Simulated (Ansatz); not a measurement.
Reactions of Cl$_{2}$Ge$_{2}$H$_{4}$ (`[Cl][GeH2][GeH2][Cl]`).

Isolated molecules relaxed with PBE0-D4/def2-TZVP in Ansatz; ΔE leaves out vibrations. CCSD(T)/CBS adds triple-zeta CCSD(T) − MP2 to the extrapolated MP2 energy (def2 sets, frozen cores). This one scheme is used for every species. For Ge outer-core shells are correlated without core-valence functions, which leaves a few kJ/mol of doubt a bond. Scalar relativity is left out up to krypton. Each species was taken in one conformer, which may not be the lowest.

Order these by ΔE at CCSD(T)/CBS, lowest first. (Best estimate.)
A. `[Cl][GeH2][GeH2][Cl]` + H₂ → `[Cl][GeH2][GeH3]` + HCl
B. `[Cl][GeH2][GeH2][Cl]` + `CF` → `[CH3][GeH2][Cl]` + `[F][GeH2][Cl]`
C. `[Cl][GeH2][GeH2][Cl]` → `[Cl][GeH]([Cl])[GeH3]`
D. `[Cl][GeH2][GeH2][Cl]` + `N[SiH](Cl)Cl` → `[Cl][GeH2][NH][SiH](Cl)Cl` + `[Cl][GeH3]`
E. `[Cl][GeH2][GeH2][Cl]` → `[Cl][GeH2][Cl]` + `[GeH2]`
F. `[Cl][GeH2][GeH2][Cl]` → `[Cl][GeH3]` + `[Cl][GeH]`
G. `[Cl][GeH2][GeH2][Cl]` + `F[Si](F)(S)Cl` → `F[Si](F)(Cl)[S][GeH2][Cl]` + `[Cl][GeH3]`

B (-126.7 kJ/mol), G (-26.0 kJ/mol), C (-11.2 kJ/mol), D (+3.1 kJ/mol), A (+44.9 kJ/mol), F (+140.4 kJ/mol), E (+195.4 kJ/mol).

Largest T1 diagnostic: 0.013, for `[Cl][GeH]`.
